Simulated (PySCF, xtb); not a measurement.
TeBr4, SMILES Br[Te](Br)(Br)Br.

Harmonic wavenumbers (cm⁻¹) from GFN2-xTB in xtb at its own minimum, in rising order: 43, 58, 83, 91, 96, 164, 228, 229, 246.

Problem. What does PBE-D3(BJ)/def2-SVP run with PySCF give at its own minimum? (Estimate from the structure and the level; the computed values follow.)

Solution. 32, 44, 67, 72, 83, 172, 230, 231, 234. Paired by order, the mean absolute difference is 11 cm⁻¹ and the zero-point energies are 1.8 and 1.7 kcal/mol.
